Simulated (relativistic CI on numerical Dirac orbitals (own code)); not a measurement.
**Sensitivity of the levels of Sm35+ to α and to the nuclear radius**

Calculated at this level of theory: Dirac-Coulomb-Breit CI, KLI orbitals optimised for each configuration, derivatives by finite differences, unscaled Slater integrals, QED left out (own radial code, finite nucleus).

Configurations in the expansion (outside the closed core [Ne]): 3s²3p⁶3d⁹, 3s²3p⁵3d¹⁰, 3s3p⁶3d¹⁰, 3s²3p⁶3d⁸4s, 3s²3p⁶3d⁸4p, 3s²3p⁶3d⁸4d, 3s²3p⁴3d¹⁰4s, 3s²3p⁴3d¹⁰4p. Levels of other configurations are missing.

With x = (α/α₀)² − 1 an excitation energy changes as ω = ω₀ + qx; K = 2q/ω₀ is the relative enhancement. Terms are leading LS components, so labels can repeat. The field-shift factor is F = δν/δ⟨r²⟩ for the transition from the lowest level.

Lowest level 3s²3p⁶3d⁹ ²D5/2.

```tsv
Level	ω₀ (cm⁻¹)	q (cm⁻¹)	F (GHz/fm²)
3s²3p⁶3d⁹ ²D3/2	222604	223400	3.16
3s²3p⁵3d¹⁰ ²P°3/2	2639598	292900	13.3
3s²3p⁵3d¹⁰ ²P°1/2	3679053	1.484e+06	-57.9
3s3p⁶3d¹⁰ ²S1/2	5137105	1.663e+06	-1910
3s²3p⁶3d⁸4s ⁴F9/2	7801133	-657700	678
3s²3p⁶3d⁸4s ²F7/2	7820218	-656200	676
3s²3p⁶3d⁸4s ²D5/2	7864710	-658600	678
3s²3p⁶3d⁸4s ²D3/2	7872300	-654900	677
3s²3p⁶3d⁸4s ⁴P1/2	7979410	-634400	678
3s²3p⁶3d⁸4s ⁴F7/2	8019209	-435800	680
3s²3p⁶3d⁸4s ⁴F5/2	8023039	-433800	680
3s²3p⁶3d⁸4s ⁴P5/2	8077509	-430800	681
3s²3p⁶3d⁸4s ⁴F3/2	8081047	-428500	681
3s²3p⁶3d⁸4s ⁴P3/2	8109546	-429600	681
3s²3p⁶3d⁸4s ²G9/2	8120240	-443600	681
3s²3p⁶3d⁸4s ²P1/2	8122365	-430100	680
3s²3p⁶3d⁸4s ²G7/2	8122939	-441300	680
3s²3p⁶3d⁸4s ⁴F3/2	8275405	-216100	684
3s²3p⁶3d⁸4s ²D5/2	8280884	-211700	683
3s²3p⁶3d⁸4p ⁴D°7/2	8365556	-592500	73
3s²3p⁶3d⁸4p ²G°9/2	8374981	-594600	73.1
3s²3p⁶3d⁸4p ²D°3/2	8425869	-593300	73.2
3s²3p⁶3d⁸4p ²F°5/2	8429790	-592400	73.1
```

At this charge energies of transitions that change n are usually good to better than 1 %, and those within a shell (Δn = 0) to a few per cent.

**Question.** Which transition from the lowest level has the largest |K|?

**Answer.** 3s²3p⁶3d⁹ ²D3/2 at 222604 cm⁻¹, K = 2.01.
